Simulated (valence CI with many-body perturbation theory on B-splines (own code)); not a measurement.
Questions on Eu50+

Method: relativistic CI+MBPT: three valence electrons over a frozen Dirac-Fock core [Ne], a basis of 11 s, 11 p, 9 d, 7 f, 5 g, 2 h, 1 i functions for each j, with the one-electron correlation potential Σ1 (screened to all orders), the two-electron term Σ2, the three-electron term Σ3, Breit, model QED; selected single and double excitations, second order for the rest (own B-spline code, finite nucleus).

The last digits are not significant, and no measured levels were compared; by estimate large intervals hold to a few tenths of a per cent, small ones and those within an open d or f shell to about a per cent.

Levels are named by their leading jj configuration (3d3/2^4 stands for four electrons in 3d with j = 3/2), which in mixed levels can hold well under half, so a name can repeat and another be missing.

Rates and lifetimes use the calculated energies. Strong lines usually hold to 10 to 20 %, long lifetimes can be off by a factor of two.

Task: What is the ground level?

Result: (3s^2 3p1/2) J=1/2, composition 99 % 3s²3p ²P°, g = 0.653.

Task: Where does the other parity begin?

Result: At (3s 3p1/2^2) J=1/2, 129.41 eV.

Task: What are the static dipole polarisabilities of the lowest levels?

Result: (3s^2 3p1/2) J=1/2 0.00615 bohr³, of which the core gives 9.34e-05.

Task: Among levels below 888.38 eV, which E1 lines absorb most strongly from the ground level?

Result: to (3s^2 3d3/2) J=3/2 at 3.449 nm, f = 0.387; to (3s 3p1/2 3p3/2) J=1/2 at 3.912 nm, f = 0.188; to (3s 3p1/2 3p3/2) J=3/2 at 4.018 nm, f = 0.117.

Task: What is the ionisation energy?

Result: 4514.7 eV; NIST lists 4513 ± 4 eV (theoretical).
